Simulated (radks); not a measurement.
Task: The mean radii <r> (bohr) of the occupied orbitals of an atom or ion are listed with their occupations. Calculated with a radial shooting solver on a logarithmic mesh with Libxc functionals: non-relativistic Kohn-Sham, PBE, spin-polarised, spherical densities, point nucleus.

orbital  occ.      <r>
1s up       1  0.01846
1s down     1  0.01846
2s up       1  0.07763
2s down     1  0.07762
2p up       3  0.06557
2p down     3  0.06556
3s up       1   0.1935
3s down     1   0.1934
3p up       3   0.1840
3p down     3   0.1839
3d up       5   0.1603
3d down     5   0.1603
4s up       1   0.3905
4s down     1   0.3907
4p up       3   0.3875
4p down     3   0.3878
4d up       5   0.3771
4d down     3   0.3773

Name the element and its charge. Open shells, if any, are filled with parallel spins first.

Result: Z = 82, lead, charge +38: Pb38+ in [Kr] 4d8. The 1s radius gives Z: for a bare nucleus <r> = 1.5/Z, 0.01829 bohr for Z = 82, and screening makes it slightly larger (0.01846 here). The occupations add up to 44, and the charge is Z minus that.
